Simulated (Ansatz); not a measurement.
A nudged elastic band was laid between two geometries of CH6ClNSi2 (11 atoms, charge 0, multiplicity 1).

All numbers below come from RKS r2SCAN/def2-SVP (Ansatz).

* movable images: 7
* climbing image: yes
* spring: 5.0 eV/Å²
* optimiser: quadratic models (default)
* start path: through a guess of the saddle point
* force threshold: 0.05 eV/Å
* iteration limit: 60
* end points: relaxed

First end point:

```xyz
11
Properties=species:S:1:pos:R:3
Si -1.682 0.154 1.184
N -0.289 1.015 0.584
C 0.689 0.795 -0.149
Si 1.309 -0.721 -1.134
Cl 1.900 2.148 -0.443
H -2.884 0.897 0.716
H -1.768 -1.269 0.725
H -1.607 0.189 2.670
H 0.363 -1.856 -0.937
H 2.662 -1.074 -0.624
H 1.373 -0.336 -2.570
```

Last end point:

```xyz
11
Properties=species:S:1:pos:R:3
Si -1.881 -0.406 1.035
N -0.452 0.765 0.860
C 0.715 0.638 0.281
Si 1.125 -0.721 -0.972
Cl 1.993 1.727 0.762
H -2.931 0.633 0.694
H -1.679 -1.108 -0.297
H -0.517 1.575 1.488
H 1.064 -2.049 -0.293
H 2.502 -0.449 -1.462
H 0.125 -0.662 -2.074
```

Problem. What changes between the two ends?

Solution. Bonds broken: Si1–H8. Bonds formed: N2–H8.

Problem. Give the energies along the band, and the barrier.

Solution. The run converged. The highest image is number 6 of 0 to 8, 2.57 eV above the first end and 1.39 eV above the last; the last end lies 1.18 eV above the first. The profile has 2 maxima (images 2, 6) with wells between them (image 4): this band takes more than one step, which may be the mechanism or a detour left from its start path. Neighbouring images differ by up to 2.4 eV, so the band resolves the path poorly. A vibrational analysis at the climbing image gives one clearly imaginary mode, 1377i cm⁻¹: a first-order saddle point. The orbitals stay closed-shell, which can raise the energy where a bond breaks towards radicals; this wasn't checked here.

| image | path coordinate (Å) | energy (eV) | Si1–H8 (Å) | N2–H8 (Å) |
| --- | --- | --- | --- | --- |
| 0 | 0.00 | 0.00 | 1.49 | 2.60 |
| 1 | 1.20 | 0.03 | 1.49 | 2.61 |
| 2 | 2.41 | 0.05 | 1.49 | 2.61 |
| 3 | 3.61 | 0.03 | 1.49 | 2.60 |
| 4 | 4.81 | 0.00 | 1.49 | 2.60 |
| 5 | 6.02 | 0.19 | 1.48 | 2.37 |
| 6 | 7.22 | 2.57 | 1.69 | 1.30 |
| 7 | 8.51 | 1.23 | 2.39 | 1.03 |
| 8 | 9.79 | 1.18 | 2.45 | 1.03 |

Problem. What is the geometry of the highest image?

Solution. 
```xyz
11
Properties=species:S:1:pos:R:3
Si -2.073 0.080 0.774
N -0.458 0.807 0.589
C 0.752 0.562 0.243
Si 1.396 -0.734 -0.968
Cl 2.055 1.526 0.989
H -2.992 1.247 0.649
H -2.427 -0.975 -0.241
H -0.863 0.635 1.808
H 2.143 -1.788 -0.218
H 2.309 -0.076 -1.943
H 0.224 -1.343 -1.662
```

Run time: 7.4 min on 2 threads of Intel(R) Xeon(R) Platinum 8488C (Sapphire Rapids), on a shared host, peak memory 0.2 GiB.
